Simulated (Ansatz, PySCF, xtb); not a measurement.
Torsion H3–N1–Pb2–H5 in H3NPb (SMILES [NH2][PbH]); at each angle all else is relaxed with GFN2-xTB, and the levels are single points there.
Geometry at 180° (charge 0, multiplicity 1):
```tsv
atom	x (Å)	y (Å)	z (Å)
N	-0.7182	-0.0233	-0.0876
Pb	1.0617	-1.1504	-0.3806
H	-1.5245	-0.3137	0.4423
H	-0.9118	0.8945	-0.4500
H	1.8797	0.1396	-1.4120
```

On the grid 0° to 330°, 90° is the highest and 180° the lowest point at MP2/CBS(def2-TZVPP, def2-QZVPP) + ΔCCSD(T)/def2-TZVPP.

Frozen-core correlation. Filled d and f shells under p-block atoms count as core. CBS: X⁻³ extrapolation of the correlation energy, Hartree–Fock from the larger set. Rows in LANL2DZ carry no dispersion term and start afresh at each structure. LANL2DZ brings its own core potentials from Na on.

Run with Ansatz (Gaussian orbitals); PySCF for LANL2DZ rows, the dispersion terms; xtb for the GFN methods. Each number belongs to the level named beside it. In def2 rows elements past Kr take small-core potentials, without spin–orbit coupling.

```
level                                                  energy at 90° less that at 180° (kcal/mol)
-----------------------------------------------------  ------------------------------------------
GFN-FF                                                                                       4.33
HF/def2-TZVPP                                                                               10.46
PBE/def2-TZVPP                                                                              11.00
BLYP-D4/def2-TZVPP                                                                          10.82
B3LYP/LANL2DZ                                                                               16.32
B3LYP-D4/def2-TZVPP                                                                         11.05
PBE0/def2-TZVPP                                                                             11.12
MP2/def2-SVP                                                                                12.08
MP2/CBS(def2-TZVPP, def2-QZVPP) + ΔCCSD(T)/def2-TZVPP                                         ___
```

**Question.** Complete the blanks.

**Answer.** 
- MP2/CBS(def2-TZVPP, def2-QZVPP) + ΔCCSD(T)/def2-TZVPP, energy at 90° less that at 180° (kcal/mol): 10.21

Ansatz is a first-principles code.
